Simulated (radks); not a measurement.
Species: Yb I. Configuration: [Xe] 4f14 6s2 (the NIST ground configuration). Calculated with a radial shooting solver on a logarithmic mesh with Libxc functionals: scalar-relativistic Kohn-Sham, LDA (Slater exchange, Perdew-Wang correlation), spin-polarised, spherical densities, finite nucleus; Fermi nuclear charge, rms radius 5.3108 fm.

Unscreened Slater integrals over Kohn-Sham orbitals (eV). They are taken over the spin-up orbitals.

F0(4f,4f): 32.948
F2(4f,4f): 15.156
F4(4f,4f): 9.4209
F6(4f,4f): 6.7540
F0(4f,6s): 8.3486
G3(4f,6s): 0.26942
F0(4f,5p): 20.323
F2(4f,5p): 6.7647
G2(4f,5p): 3.6576
G4(4f,5p): 2.7583
F0(4f,5s): 23.374
G3(4f,5s): 4.3617
F0(6s,6s): 6.3502
F0(6s,5p): 8.0354
G1(6s,5p): 0.56659
F0(6s,5s): 8.1531
G0(6s,5s): 0.27568
F0(5p,5p): 16.911
F2(5p,5p): 9.0170
F0(5p,5s): 18.337
G1(5p,5s): 12.061
F0(5s,5s): 20.279
